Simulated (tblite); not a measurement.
Compound: C₅H₁₁ClOSi.
Z-matrix (Å and degrees, GFN2-xTB geometry), rows numbered from 1:
```
C 
C   1  1.3250
Si  2  1.8814  1  124.82
Cl  3  2.0134  2  110.27  1    -0.81
C   3  1.9216  2  110.11  1   118.42
C   5  1.5272  3  113.66  2    69.45
O   5  1.4222  3  103.22  2   -53.00
C   7  1.4033  5  115.25  3  -162.38
H   1  1.0778  2  121.59  3     0.40
H   1  1.0793  2  122.46  3  -179.42
H   2  1.0832  1  118.33  3   179.58
H   3  1.4685  2  111.07  1  -120.65
H   5  1.1029  3  109.95  2  -168.99
H   6  1.0865  5  109.68  3    54.89
H   6  1.0871  5  109.82  3   -64.76
H   6  1.0886  5  111.41  3   174.89
H   8  1.0974  7  111.08  5    54.10
H   8  1.0887  7  106.52  5   173.07
H   8  1.0957  7  111.97  5   -67.78
```

Computed values, GFN2-xTB/tblite, gas phase, harmonic and unscaled. Against measured fundamentals such values can be off by several per cent, at times by over 20. Modes of hydrogen on silicon can be 10 to 20 % off. One conformer, not necessarily the lowest.

Harmonic wavenumbers (cm⁻¹): 28.6, 40.0, 60.4, 104.1, 110.7, 126.3, 179.2, 211.0, 246.6, 266.9, 353.9, 385.5, 434.7, 506.7, 512.7, 628.0, 659.0, 698.3, 757.4, 895.6, 923.1, 1005.4, 1012.0, 1023.4, 1040.0, 1090.8, 1114.5, 1132.0, 1156.5, 1266.7, 1273.8, 1317.9, 1399.2, 1406.6, 1414.6, 1472.1, 1486.7, 1496.9, 1505.7, 1662.1, 2201.1, 2819.5, 2900.7, 2927.0, 3017.3, 3023.1, 3034.4, 3042.1, 3043.3, 3079.9, 3110.2.

A = 1682, B = 954.9, C = 843.6 MHz; mass 150.027 u (most abundant isotopes); point group C1, symmetry number 1.

**Question.** Zero-point energy?

**Answer.** Half the sum of the wavenumbers: 32302 cm⁻¹ = 386.42 kJ/mol.

**Question.** Give the ideal-gas entropy at 500 K and 1 bar in the rigid-rotor, harmonic-oscillator model (classical rotation).

**Answer.** Translation 182.10, rotation 131.35, vibration 256.56: S = 570.0 J/(mol K).

**Question.** And Cp and H(500 K) − H(0)?

**Answer.** Cp = 245.40 J/(mol K), of which vibrations give 212.14 (their classical limit is 51 R = 424.0); H(500 K) − H(0) = 76.43 kJ/mol without the zero-point energy, 59.80 from vibrations.

**Question.** How do the functions run with temperature in this model?

**Answer.** 
```
 T (K)  S (J/(mol K))  Cp (J/(mol K))  H − H(0) (kJ/mol)  G − H(0) (kJ/mol)  ln q(vib)
   150          363.8           117.5              12.00             -42.56       5.25
   250          432.9           156.4              25.71             -82.53       8.78
298.15          462.1           175.0              33.69            -104.08      10.36
   400          518.9           212.9              53.47            -154.09      13.53
   600          617.2           272.7             102.38            -267.96      19.29
   900          740.0           331.9             193.79            -472.18      27.05
```

q(vib) and H(0) count from the zero-point level.

**Question.** What must be added to the electronic energy to get the Gibbs energy at 500 K and 1 bar?

**Answer.** ZPE + [H(500 K) − H(0)] − T·S = 386.42 + 76.43 − 285.00 = 177.85 kJ/mol.

**Question.** Which modes carry the vibrational entropy at 500 K?

**Answer.** 28.6 cm⁻¹: 29.08; 40.0 cm⁻¹: 26.29; 60.4 cm⁻¹: 22.87; 104.1 cm⁻¹: 18.37; 110.7 cm⁻¹: 17.86; 126.3 cm⁻¹: 16.78 J/(mol K); the other 45 give 125.30 together.

Hindered rotation and anharmonicity are outside this model. Other conformers, if any are populated, would add a mixing term that is left out. The structure is chiral; the term R ln 2 for an equal mix with its mirror image is left out.
